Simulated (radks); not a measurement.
Values are calculated unless marked as measured or tabulated.
The carbon anion C4-, [Ne], held by a Watson sphere: a shell of charge +3.17 at radius R that stands for the Madelung well of a crystal (potential energy -3.17/R inside, -3.17/r outside, in hartree with lengths in bohr). Code: a radial shooting solver on a logarithmic mesh with Libxc functionals. Model: scalar-relativistic Kohn-Sham, r2SCAN, spin-polarised, spherical densities, finite nucleus; meta-GGA in the generalised Kohn-Sham scheme; Fermi nuclear charge, rms radius of each element as measured or else 0.836 A^(1/3) + 0.57 fm.

| R (bohr) | e(1s) (eV) | e(2s) (eV) | e(2p) (eV) | <r> 2p (bohr) | sum of <r^2> (bohr^2) | X-ray form factor at sin(theta)/lambda = 0.2 1/angstrom |
|---|---|---|---|---|---|---|
| 1.75 | -262.65 | -10.148 | -0.986 | 2.008 | 38.01 | 4.493 |
| 1.77 | -262.75 | -10.096 | -0.970 | 2.020 | 38.44 | 4.466 |
| 1.91 | -263.48 | -9.743 | -0.860 | 2.105 | 41.50 | 4.290 |
| 2.73 | -266.96 | -8.195 | -0.343 | 2.606 | 62.13 | 3.629 |
| 2.98 | -267.68 | -7.924 | -0.238 | 2.765 | 69.48 | 3.533 |
| 3.14 | -268.07 | -7.794 | -0.184 | 2.868 | 74.47 | 3.491 |
| 3.34 | -268.49 | -7.673 | -0.130 | 2.998 | 81.03 | 3.455 |
